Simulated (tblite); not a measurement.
Compound: C6H15Ga.
Numbering: `[CH3:1][CH2:2][Ga:3]([CH3:4])[CH:5]([CH3:6])[CH3:7]` (hydrogens: H8, H9, H10 on C1; H11, H12 on C2; H13, H14, H15 on C4; H16 on C5; H17, H18, H19 on C6; H20, H21, H22 on C7)

Computed with GFN2-xTB (tblite), gas phase: L-BFGS steps from a force-field or distance-geometry start until the largest atomic force falls under 0.01 eV/Å.

The end geometry, which sets the zero of energy:
```
atom  x, y, z in Å
C1      3.2023    0.0015   -0.1690
C2      1.8847    0.7311   -0.4447
Ga3     0.3057   -0.1470    0.5852
C4      0.6036   -1.9263    1.5758
C5     -1.5769    0.7725    0.5252
C6     -2.6551   -0.1882    1.0292
C7     -1.8657    1.2334   -0.9068
H8      3.1191   -1.0534   -0.4381
H9      3.4593    0.0576    0.8903
H10     4.0256    0.4338   -0.7405
H11     1.9805    1.7876   -0.1636
H12     1.6808    0.7213   -1.5230
H13     1.5932   -1.9565    2.0389
H14    -0.1436   -2.0912    2.3561
H15     0.5445   -2.7684    0.8797
H16    -1.5865    1.6643    1.1693
H17    -3.6448    0.2710    0.9850
H18    -2.4571   -0.4735    2.0642
H19    -2.6740   -1.0964    0.4233
H20    -1.0706    1.8940   -1.2608
H21    -1.9235    0.3768   -1.5812
H22    -2.8119    1.7754   -0.9633
```

**Question.** These geometries come from the run, each turned onto the end geometry. Order them by energy, lowest first.
A.
```
atom  x, y, z in Å
C1      3.3492    0.7644    0.2439
C2      1.9828    0.4016   -0.3553
Ga3     0.3127   -0.4604    0.6070
C4      0.1697   -2.5430    0.7020
C5     -1.3626    0.8208    0.5367
C6     -2.4463    0.6980    1.6084
C7     -1.9216    0.4762   -0.8460
H8      4.1433    0.1713   -0.1931
H9      3.3934    0.6404    1.3217
H10     3.5682    1.8012    0.0189
H11     1.5364    1.3088   -0.7777
H12     2.1119   -0.2658   -1.2145
H13    -0.4364   -2.9190    1.5300
H14    -0.2813   -2.9104   -0.2279
H15     1.1701   -2.9836    0.7680
H16    -0.9916    1.8582    0.5414
H17    -3.0976    1.5743    1.5829
H18    -1.9904    0.6282    2.5980
H19    -3.0656   -0.1842    1.4390
H20    -1.2029    0.7644   -1.6177
H21    -2.0818   -0.6045   -0.9083
H22    -2.8700    0.9825   -1.0264
```
B.
```
atom  x, y, z in Å
C1      3.2297    0.6652    0.3201
C2      1.9887    0.4840   -0.5757
Ga3     0.3773   -0.4641    0.3563
C4      0.2165   -2.4834    0.6854
C5     -1.3163    0.7630    0.5395
C6     -2.3622    0.5513    1.6336
C7     -1.9731    0.6047   -0.8354
H8      4.0125   -0.0336    0.0411
H9      3.0189    0.5015    1.3782
H10     3.6509    1.6613    0.2208
H11     1.6192    1.4579   -0.9242
H12     2.2895   -0.0545   -1.4803
H13    -0.4423   -2.6760    1.5371
H14    -0.2517   -2.9316   -0.1981
H15     1.1679   -2.9969    0.8438
H16    -0.9455    1.7970    0.6143
H17    -3.1974    1.2492    1.4923
H18    -1.9330    0.7234    2.6228
H19    -2.7629   -0.4653    1.6034
H20    -1.2246    0.7412   -1.6214
H21    -2.3898   -0.3980   -0.9437
H22    -2.7828    1.3232   -0.9788
```
C.
```
atom  x, y, z in Å
C1      3.2618    0.2020    0.1711
C2      1.9719    0.6415   -0.5307
Ga3     0.3061   -0.2295    0.3590
C4      0.4782   -2.1443    1.0904
C5     -1.5016    0.8269    0.4634
C6     -2.5001    0.0848    1.3530
C7     -2.0700    1.0436   -0.9439
H8      3.3377   -0.8870    0.1830
H9      3.2774    0.5525    1.2046
H10     4.1461    0.5949   -0.3334
H11     1.8915    1.7360   -0.5124
H12     2.0240    0.3505   -1.5883
H13     1.0632   -2.1593    2.0155
H14    -0.4940   -2.5999    1.3010
H15     0.9969   -2.7801    0.3654
H16    -1.3155    1.8187    0.9034
H17    -3.4477    0.6231    1.4211
H18    -2.0980   -0.0366    2.3621
H19    -2.7049   -0.9080    0.9475
H20    -1.3363    1.5486   -1.5770
H21    -2.3205    0.0896   -1.4117
H22    -2.9767    1.6514   -0.9121
```
D.
```
atom  x, y, z in Å
C1      3.2252    0.4897    0.3989
C2      2.0191    0.5372   -0.5454
Ga3     0.3280   -0.4332    0.1957
C4      0.2602   -2.4279    0.7068
C5     -1.3526    0.7979    0.3761
C6     -2.2183    0.3995    1.5724
C7     -2.1830    0.7990   -0.9120
H8      3.5198   -0.5391    0.6100
H9      2.9836    0.9719    1.3468
H10     4.0872    1.0003   -0.0355
H11     1.7333    1.5866   -0.7038
H12     2.3165    0.1399   -1.5240
H13    -0.3153   -2.5870    1.6218
H14    -0.2050   -3.0071   -0.0954
H15     1.2622   -2.8300    0.8678
H16    -0.9976    1.8281    0.5416
H17    -3.1020    1.0395    1.6403
H18    -1.6522    0.4893    2.5027
H19    -2.5520   -0.6357    1.4755
H20    -1.5723    1.1451   -1.7483
H21    -2.5470   -0.2032   -1.1444
H22    -3.0483    1.4586   -0.8165
```
E.
```
atom  x, y, z in Å
C1      3.2710    0.3479    0.3415
C2      2.0569    0.5725   -0.5685
Ga3     0.3275   -0.2629    0.2288
C4      0.3140   -2.2422    0.7861
C5     -1.4323    0.8524    0.4361
C6     -2.3112    0.2224    1.5175
C7     -2.1806    0.9157   -0.9001
H8      3.3946   -0.7139    0.5634
H9      3.1489    0.8765    1.2881
H10     4.1890    0.7028   -0.1303
H11     1.9202    1.6471   -0.7446
H12     2.2607    0.1189   -1.5475
H13     0.2110   -2.3587    1.8686
H14    -0.5243   -2.7697    0.3217
H15     1.2361   -2.7434    0.4790
H16    -1.1936    1.8841    0.7348
H17    -3.2655    0.7452    1.6053
H18    -1.8090    0.2558    2.4869
H19    -2.5185   -0.8228    1.2780
H20    -1.5466    1.3513   -1.6760
H21    -2.4758   -0.0846   -1.2225
H22    -3.0829    1.5250   -0.8150
```

**Answer.** C (0.013 eV), E (0.024 eV), D (0.053 eV), B (0.223 eV), A (0.381 eV).

In the order of the answer:

| step | E above end (eV) | largest force (eV/Å) | rms force component (eV/Å) | rms distance from end (Å) | rms bond change (Å) | bond most changed (Å) |
| --- | --- | --- | --- | --- | --- | --- |
| 237 | 0.013 | 0.06 | 0.014 | 0.539 | 0.001 | C1–C2 +0.002 |
| 184 | 0.024 | 0.02 | 0.006 | 0.902 | 0.001 | C1–C2 +0.003 |
| 80 | 0.053 | 0.08 | 0.026 | 1.105 | 0.002 | C2–Ga3 +0.006 |
| 37 | 0.223 | 0.18 | 0.056 | 1.210 | 0.004 | C1–C2 +0.010 |
| 20 | 0.381 | 0.37 | 0.095 | 1.270 | 0.011 | C2–Ga3 +0.032 |

What follows is the cost of the whole relaxation. The run took 3.6 s of wall time on Arm Neoverse N1, one thread, no GPU, on a shared host.
